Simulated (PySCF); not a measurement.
SMILES O=C(C)OC(C)[CH2], doublet, GFN2-xTB optimised geometry.

```
16

C      0.46     2.14     2.62
C     -0.17     1.59     1.41
C     -1.70     1.63     1.45
O      0.29     0.23     1.24
C      0.53    -0.19     0.00
C      1.01    -1.62     0.00
O      0.41     0.50    -0.98
H      1.45     1.83     2.89
H     -0.08     2.82     3.25
H      0.16     2.13     0.50
H     -2.06     1.03     2.29
H     -2.03     2.65     1.57
H     -2.10     1.22     0.52
H      2.10    -1.62     0.00
H      0.66    -2.13     0.89
H      0.67    -2.12    -0.90
```

Density from unrestricted CAM-B3LYP/def2-TZVP in PySCF 2.14.0 at that geometry.

Minimum of the electron density along straight lines between bonded atoms, close to the bond critical point (lines longer than 1.1 times the sum of covalent radii, or with two minima, are not listed):

| bond | length / Å | ρ at the minimum / e bohr⁻³ | ∇²ρ there / e bohr⁻⁵ | position (fraction from the first atom) |
|---|---|---|---|---|
| C1–C2 | 1.466 | 0.284 | -0.81 | 0.50 |
| C2–C3 | 1.530 | 0.250 | -0.64 | 0.51 |
| C2–O4 | 1.447 | 0.238 | -0.47 | 0.36 |
| O4–C5 | 1.332 | 0.318 | -0.70 | 0.66 |
| C5–C6 | 1.507 | 0.264 | -0.71 | 0.53 |
| C5–O7 | 1.204 | 0.436 | -0.31 | 0.34 |
| C1–H8 | 1.071 | 0.291 | -1.05 | 0.65 |
| C1–H9 | 1.070 | 0.291 | -1.05 | 0.65 |
| C2–H10 | 1.110 | 0.278 | -0.97 | 0.66 |
| C3–H11 | 1.087 | 0.281 | -0.98 | 0.64 |
| C3–H12 | 1.086 | 0.281 | -0.97 | 0.64 |
| C3–H13 | 1.087 | 0.282 | -0.98 | 0.64 |
| C6–H14 | 1.088 | 0.278 | -0.95 | 0.64 |
| C6–H15 | 1.085 | 0.283 | -0.99 | 0.65 |
| C6–H16 | 1.086 | 0.282 | -0.99 | 0.65 |
